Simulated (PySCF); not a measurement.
A calculated (MN15, PySCF 2.14, x2c-TZVPPall with one added diffuse shell each of s, p, d, f type, the spin-free X2C one-electron Hamiltonian (Gaussian nucleus)) atom or ion has these occupied shells.

```csv
shell,electrons,orbital energy (eV),"rms radius, mean of both spins (bohr)"
1s β,1,-5910.6,0.0735
1s α,1,-5910.5,0.0735
2s α,1,-702.45,0.321
2s β,1,-701.85,0.321
2p α,3,-606.37,0.288
2p β,3,-605.59,0.288
3s α,1,-115.92,0.963
3s β,1,-114.14,0.963
3p α,3,-88.738,1.01
3p β,3,-86.012,1.01
3d α,3,-43.589,1.22
```

(1) Name the element and its charge.

Results:

(1) Cr³⁺ (chromium, charge +3), in [Ar] 3d3, high-spin 4F determinant.
